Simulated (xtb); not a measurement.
Job for xtb: GFN2-xTB on AsGeH5 (SMILES [GeH3][AsH2]), a point of a torsion scan.

```
$ xtb mol.xyz --gfn 2 --opt vtight --chrg 0 --uhf 0 --input xcontrol
7

Ge    -0.96132127     0.08201963    -0.02101096
As     1.36763912    -0.11163518    -0.31506487
H     -1.68998400    -0.80260845    -1.07006956
H     -1.39531247     1.54075657    -0.25984815
H     -1.46545247    -0.38756619     1.37065550
H      2.08122269     1.21652227    -0.63657795
H      1.81297012    -1.29044088    -1.21271460
$constrain
  force constant=1.0
  dihedral: 3,1,2,6,120.0
$end
```

The log:

```
[...]
           -------------------------------------------------
          |                Calculation Setup                |
           -------------------------------------------------



           -------------------------------------------------
          |                 G F N 2 - x T B                 |
           -------------------------------------------------

        Reference                      10.1021/acs.jctc.8b01176
      * Hamiltonian:
        H0-scaling (s, p, d)           1.850000    2.230000    2.230000
        zeta-weighting                 0.500000
      * Dispersion:
        s8                             2.700000
        a1                             0.520000
        a2                             5.000000
        s9                             5.000000
      * Repulsion:
        kExp                           1.500000    1.000000
        rExp                           1.000000
      * Coulomb:
        alpha                          2.000000
        third order                    shell-resolved
        anisotropic                    true
        a3                             3.000000
        a5                             4.000000
        cn-shift                       1.200000
        cn-exp                         4.000000
        max-rad                        5.000000


          ...................................................
          :                      SETUP                      :
          :.................................................:
          :  # basis functions                  25          :
          :  # atomic orbitals                  23          :
          :  # shells                           11          :
          :  # electrons                        14          :
          :  max. iterations                   250          :
          :  Hamiltonian                  GFN2-xTB          :
          :  restarted?                      false          :
          :  GBSA solvation                  false          :
          :  PC potential                    false          :
          :  electronic temp.          300.0000000     K    :
          :  accuracy                    1.0000000          :
          :  -> integral cutoff          0.2500000E+02      :
          :  -> integral neglect         0.1000000E-07      :
          :  -> SCF convergence          0.1000000E-05 Eh   :
          :  -> wf. convergence          0.1000000E-03 e    :
          :  Broyden damping             0.4000000          :
          :  net charge                          0          :
          :  unpaired electrons                  0          :
          ...................................................

 iter      E             dE          RMSdq      gap      omega  full diag
   1     -6.8120597 -0.681206E+01  0.523E+00    4.20       0.0  T
   2     -6.8125211 -0.461456E-03  0.354E+00    4.18       1.0  T
   3     -6.8040517  0.846940E-02  0.342E+00    4.43       1.0  T
   4     -6.8135751 -0.952339E-02  0.102E+00    4.38       1.0  T
   5     -6.8110070  0.256815E-02  0.223E+00    4.25       1.0  T
   6     -6.8137227 -0.271580E-02  0.664E-01    4.34       1.0  T
   7     -6.8140053 -0.282531E-03  0.514E-02    4.36       1.0  T
   8     -6.8140059 -0.668700E-06  0.174E-02    4.36       2.2  T
   9     -6.8140059  0.386615E-07  0.874E-03    4.36       4.3  T
  10     -6.8140060 -0.676699E-07  0.119E-03    4.36      31.8  T
  11     -6.8140060 -0.929355E-09  0.178E-04    4.36     212.3  T
  12     -6.8140060 -0.175531E-10  0.336E-05    4.36    1126.0  T

   *** convergence criteria satisfied after 12 iterations ***

         #    Occupation            Energy/Eh            Energy/eV
      -------------------------------------------------------------
         1        2.0000           -0.6163176             -16.7709
         2        2.0000           -0.5862372             -15.9523
         3        2.0000           -0.4587666             -12.4837
         4        2.0000           -0.4397816             -11.9671
         5        2.0000           -0.4361046             -11.8670
         6        2.0000           -0.4213142             -11.4645
         7        2.0000           -0.3475811              -9.4582 (HOMO)
         8                         -0.1872298              -5.0948 (LUMO)
         9                         -0.1753046              -4.7703
        10                         -0.1212028              -3.2981
        11                         -0.0988784              -2.6906
        12                         -0.0689623              -1.8766
       ...                                ...                  ...
        23                          1.3559203              36.8965
      -------------------------------------------------------------
                  HL-Gap            0.1603514 Eh            4.3634 eV
             Fermi-level           -0.2674054 Eh           -7.2765 eV

 SCC (total)                   0 d,  0 h,  0 min,  0.008 sec
 SCC setup           
[...]
33              -3.1629
        11                         -0.1026260              -2.7926
        12                         -0.0275824              -0.7506
       ...                                ...                  ...
        23                          1.3096156              35.6365
      -------------------------------------------------------------
                  HL-Gap            0.2018189 Eh            5.4918 eV
             Fermi-level           -0.2918192 Eh           -7.9408 eV

 SCC (total)                   0 d,  0 h,  0 min,  0.004 sec
 SCC setup                      ...        0 min,  0.000 sec (  2.384%)
 Dispersion                     ...        0 min,  0.000 sec (  0.810%)
 classical contributions        ...        0 min,  0.000 sec (  0.278%)
 integral evaluation            ...        0 min,  0.001 sec ( 27.315%)
 iterations                     ...        0 min,  0.001 sec ( 25.677%)
 molecular gradient             ...        0 min,  0.002 sec ( 39.044%)
 printout                       ...        0 min,  0.000 sec (  3.909%)

         :::::::::::::::::::::::::::::::::::::::::::::::::::::
         ::                     SUMMARY                     ::
         :::::::::::::::::::::::::::::::::::::::::::::::::::::
         :: total energy              -6.836326205185 Eh    ::
         :: gradient norm              0.000018982864 Eh/a0 ::
         :: HOMO-LUMO gap              5.491771569500 eV    ::
         ::.................................................::
         :: SCC energy                -6.868030722567 Eh    ::
         :: -> isotropic ES           -0.003107119672 Eh    ::
         :: -> anisotropic ES          0.000505466007 Eh    ::
         :: -> anisotropic XC          0.001755018347 Eh    ::
         :: -> dispersion             -0.003522142960 Eh    ::
         :: repulsion energy           0.031704110246 Eh    ::
         :: add. restraining           0.000000407136 Eh    ::
         :: total charge               0.000000000000 e     ::
         :::::::::::::::::::::::::::::::::::::::::::::::::::::

           -------------------------------------------------
          |                Property Printout                |
           -------------------------------------------------

    * Orbital Energies and Occupations

         #    Occupation            Energy/Eh            Energy/eV
      -------------------------------------------------------------
         1        2.0000           -0.6179950             -16.8165
         2        2.0000           -0.5989771             -16.2990
         3        2.0000           -0.4528239             -12.3220
         4        2.0000           -0.4412894             -12.0081
         5        2.0000           -0.4301131             -11.7040
         6        2.0000           -0.4238864             -11.5345
         7        2.0000           -0.3927286             -10.6867 (HOMO)
         8                         -0.1909097              -5.1949 (LUMO)
         9                         -0.1713637              -4.6630
        10                         -0.1162333              -3.1629
        11                         -0.1026260              -2.7926
        12                         -0.0275824              -0.7506
        13                         -0.0080874              -0.2201
        14                          0.0255287               0.6947
        15                          0.0405993               1.1048
        16                          0.1453142               3.9542
        17                          0.2334562               6.3527
        18                          0.2428423               6.6081
       ...                                ...                  ...
        23                          1.3096156              35.6365
      -------------------------------------------------------------
                  HL-Gap            0.2018189 Eh            5.4918 eV
             Fermi-level           -0.2918192 Eh           -7.9408 eV

     #   Z          covCN         q      C6AA      α(0)
     1  32 Ge       3.750     0.086   170.049    23.408
     2  33 As       2.884     0.097   211.471    26.651
     3   1 H        0.936    -0.043     3.919     3.095
     4   1 H        0.936    -0.039     3.821     3.056
     5   1 H        0.936    -0.052     4.146     3.184
     6   1 H        0.972    -0.025     3.511     2.928
     7   1 H        0.972    -0.025     3.517     2.931

 Mol. C6AA /au·bohr⁶  :       1386.499981
Note: The following floating-point exceptions are signalling: IEEE_UNDERFLOW_FLAG IEEE_DENORMAL
normal termination of xtb
 Mol. C8AA /au·bohr⁸  :      81961.174227
 Mol. α(0) /au        :         65.252494


Wiberg/Mayer (AO) data.
largest (>0.10) Wiberg bond orders for each atom

 ---------------------------------------------------------------------------
     #   Z sym  total        # sym  WBO       # sym  WBO       # sym  WBO
 ---------------------------------------------------------------------------
     1  32 Ge   3.525 --     2 As   0.922     5 H    0.851     3 H    0.847
                             4 H    0.844
     2  33 As   3.085 --     6 H    0.963     7 H    0.962     1 Ge   0.922
     3   1 H    0.998 --     1 Ge   0.847
     4   1 H    0.999 --     1 Ge   0.844
     5   1 H    0.997 --     1 Ge   0.851
     6   1 H    0.999 --     2 As   0.963
     7   1 H    0.999 --     2 As   0.962
 ---------------------------------------------------------------------------

Topologies differ in total number of bonds
Writing topology from bond orders to xtbtopo.mol

molecular dipole:
                 x           y           z       tot (Debye)
 q only:        0.360      -0.085       0.054
   full:        0.268       0.035      -0.144       0.779
molecular quadrupole (traceless):
                xx          xy          yy          xz          yz          zz
 q only:        0.150      -0.419       0.074       0.462      -0.073      -0.223
  q+dip:       -3.000       0.713       1.425      -0.113      -0.008       1.575
   full:       -3.075       1.162       1.699      -0.694       0.513       1.376

           -------------------------------------------------
          |                Geometry Summary                 |
           -------------------------------------------------

      molecular mass/u    :      152.5888485
   center of mass at/Å    :        0.3660535      -0.1597220      -0.0578938
  moments of inertia/u·Å² :        0.1014593E+02   0.2272154E+03   0.2272175E+03
rotational constants/cm⁻¹ :        0.1661517E+01   0.7419229E-01   0.7419160E-01

 * 6 selected distances

     #   Z          #   Z                                           value/Å
     1  32 Ge       2  33 As                                      2.3804914 (max)
     1  32 Ge       3   1 H                                       1.5069196
     1  32 Ge       4   1 H                                       1.5074090
     1  32 Ge       5   1 H                                       1.5075960
     2  33 As       6   1 H                                       1.5008380 (min)
     2  33 As       7   1 H                                       1.5012682

 * 3 distinct bonds (by element types)

   Z      Z             #   av. dist./Å        max./Å        min./Å
   1 H   32 Ge          3     1.5073082     1.5075960     1.5069196
   1 H   33 As          2     1.5010531     1.5012682     1.5008380
  32 Ge  33 As          1     2.3804914     2.3804914     2.3804914


optimized geometry written to: xtbopt.xyz


           -------------------------------------------------
          | TOTAL ENERGY               -6.836326205185 Eh   |
          | GRADIENT NORM               0.000018982864 Eh/α |
          | HOMO-LUMO GAP               5.491771569500 eV   |
           -------------------------------------------------

------------------------------------------------------------------------
------------------------------------------------------------------------
 total:
 SCF:
 ANC optimizer:
```

The run finished.

Warnings raised: the energy holds the restraint's term.

Cost: roughly 0.14 core-seconds.
